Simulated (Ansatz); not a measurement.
BeSi4⁻. The state is a doublet with charge -1. Geometry PBE-D4/def2-SVPD.

```tsv
atom	x (Å)	y (Å)	z (Å)
Be1	1.3939	0.7592	0.2854
Si2	-0.7015	1.4282	-0.1292
Si3	-1.5515	-0.8144	-0.2698
Si4	0.6230	-0.5299	-1.2211
Si5	0.2362	-0.8431	1.3347
```

B3LYP takes the VWN-RPA correlation. Another isomer (doublet) lies 0.13 eV lower at PBE0-D4/def2-TZVPD; other spin states weren't run for this one.

Q: Estimate the α-spin orbital energies around the gap (eV) in Ansatz with LDA (SPW92)/def2-TZVPD, revPBE-D4/def2-TZVPD, r2SCAN-D4/def2-TZVPD, B3LYP-D4/def2-TZVPD, PBE0-D4/def2-TZVPD.

A: 
| orbital | LDA (SPW92)/def2-TZVPD | revPBE-D4/def2-TZVPD | r2SCAN-D4/def2-TZVPD | B3LYP-D4/def2-TZVPD | PBE0-D4/def2-TZVPD |
| --- | --- | --- | --- | --- | --- |
| HOMO−13 | -89.48 | -89.44 | -91.65 | -93.95 | -94.94 |
| HOMO−12 | -89.40 | -89.33 | -91.50 | -93.85 | -94.78 |
| HOMO−11 | -89.39 | -89.33 | -91.50 | -93.85 | -94.78 |
| HOMO−10 | -89.38 | -89.31 | -91.49 | -93.84 | -94.77 |
| HOMO−9 | -10.48 | -10.33 | -11.05 | -11.82 | -12.32 |
| HOMO−8 | -6.15 | -5.99 | -6.45 | -7.17 | -7.51 |
| HOMO−7 | -5.79 | -5.64 | -6.10 | -6.80 | -7.15 |
| HOMO−6 | -5.62 | -5.47 | -5.91 | -6.58 | -6.93 |
| HOMO−5 | -2.06 | -1.92 | -2.20 | -2.57 | -2.85 |
| HOMO−4 | -1.56 | -1.43 | -1.62 | -2.02 | -2.23 |
| HOMO−3 | -1.27 | -1.11 | -1.32 | -1.71 | -1.96 |
| HOMO−2 | -1.02 | -0.88 | -1.19 | -1.44 | -1.70 |
| HOMO−1 | -0.92 | -0.82 | -1.05 | -1.35 | -1.66 |
| HOMO | -0.89 | -0.76 | -0.94 | -1.31 | -1.56 |
| LUMO | 0.80 | 0.99 | 1.07 | 1.40 | 1.51 |
| LUMO+1 | 1.72 | 1.89 | 1.96 | 2.33 | 2.45 |
| LUMO+2 | 2.19 | 2.35 | 2.47 | 2.76 | 2.88 |
| LUMO+3 | 2.86 | 2.97 | 3.21 | 3.27 | 3.40 |
| LUMO+4 | 2.93 | 3.00 | 3.34 | 3.31 | 3.43 |
| LUMO+5 | 2.94 | 3.05 | 3.38 | 3.41 | 3.51 |
| β HOMO | -0.79 | -0.65 | -0.87 | -1.21 | -1.45 |
| β LUMO | -0.42 | -0.09 | 0.01 | 0.44 | 0.57 |
